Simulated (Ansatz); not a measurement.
# triplet Ti: levels of theory in one basis

A single Ti atom.

Basis set: 6-31G (spherical functions). Left uncorrelated: 5 orbitals. Correlation on ROHF uses semicanonical orbitals with singles. Charge 0, multiplicity 3.

Computed with Ansatz (development build ahead of 0.2.0); each method stands on the lowest determinant of its kind that the runs found.

```
  method  E − E(ROHF) (eV)  <S²> of the determinant
    ROHF              0.00                     2.00
     UHF             -0.01                     2.00
ROHF-MP2             -3.77                        –
 UHF-MP2             -3.77                     2.00
```

**Question.** Is a single determinant a sound starting point here?

**Answer.** By this sign, yes. Unrestricted orbitals gain 0.01 eV and <S²> is 2.00 against 2.00 for a pure state.
